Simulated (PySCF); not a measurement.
## Electronic structure of N⁺ (nitrogen, charge +1) at the UHF level

Configuration: [He] 2s2 2p2, high-spin 3P determinant. All numbers are calculated (PySCF 2.14, scalar relativity by spin-free X2C-1e, in jorge-DZP-DKH).

```json
{"Total energy": "-53.914462 hartree", "One-electron energy": "-70.0587 hartree", "Hartree (Coulomb) energy": "22.3570 hartree", "Exchange energy": "-6.2127 hartree", "⟨S²⟩": "2.0056", "⟨L²⟩": "2.008", "Sum of ⟨r⟩": "5.467 bohr", "Sum of ⟨r²⟩": "7.842 bohr²", "Traceless quadrupole moment −½Σ⟨3z² − r²⟩ along its main axis": "0.772 e·bohr²", "Langevin diamagnetic susceptibility": "-6.21 ×10⁻⁶ cm³/mol", "Time after the integrals": "0.04 s of wall time on 1 thread of Neoverse-V2 (shared host)"}
```

```tsv
shell	electrons	mean orbital energy (hartree)	rms radius, mean of both spins (bohr)
1s α	1	-16.33800	0.265
1s β	1	-16.26405	0.265
2s α	1	-1.62484	1.39
2s β	1	-1.30813	1.39
2p α	2	-1.11759	1.39
```
